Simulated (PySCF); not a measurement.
PySCF calculation with geometry from GFN2-xTB and shielding tensors at PBE0/pcSseg-1 (GIAO); rapidly exchanging positions averaged, non-relativistic Hamiltonian, isolated molecule, one computed conformer.

Chemical shifts δ = σref − σ; TMS for 1H (σref 31.72), 13C (σref 186.93), all at this level. Shifts are as computed. Against solution values, carbons near 30 ppm lie about +3 ppm off and those near 130 ppm about +5 ppm. Of 1211 compounds with measured shifts, 218 miss one by over three times the rms of a fit or turn the order of signals round; such compounds aren't used in these exercises.

**Question.** Order these molecules by the shift of their most deshielded carbon, lowest δ first.
A. CCn1cc([SiH3])nn1
B. O=CC1=C[C@H](F)O1
C. C#C[Si]1(N(C)C)[SiH2][SiH2][SiH2]1
D. CCn1ncc([SiH3])n1

**Answer.** C (109.9 ppm, terminal alkyne carbon), A (140.3 ppm, substituted aromatic carbon next to a ring nitrogen), D (146.6 ppm, aromatic CH next to a ring nitrogen), B (188.4 ppm, aldehyde carbonyl carbon).

**Question.** Order these molecules by the shift of their most deshielded carbon-bound hydrogen, lowest δ first.
A. CCn1cc([SiH3])nn1
B. C#C[Si]1(N(C)C)[SiH2][SiH2][SiH2]1
C. O=CC1=C[C@H](F)O1

**Answer.** B (2.64 ppm, hydrogen on a methyl carbon bonded to N), A (7.74 ppm, hydrogen on an aromatic CH next to a ring nitrogen), C (9.74 ppm, hydrogen on an aldehyde carbonyl carbon).

**Question.** How many 13C and 1H signals does each give (equivalence by symmetry and fast rotation, but not about amide C–N or C=N bonds)? `CCn1cc([SiH3])nn1`, `C#C[Si]1(N(C)C)[SiH2][SiH2][SiH2]1`, `O=CC1=C[C@H](F)O1`, `CCn1ncc([SiH3])n1`

**Answer.** CCn1cc([SiH3])nn1: 4 C, 4 H; C#C[Si]1(N(C)C)[SiH2][SiH2][SiH2]1: 3 C, 6 H; O=CC1=C[C@H](F)O1: 4 C, 3 H; CCn1ncc([SiH3])n1: 4 C, 4 H.
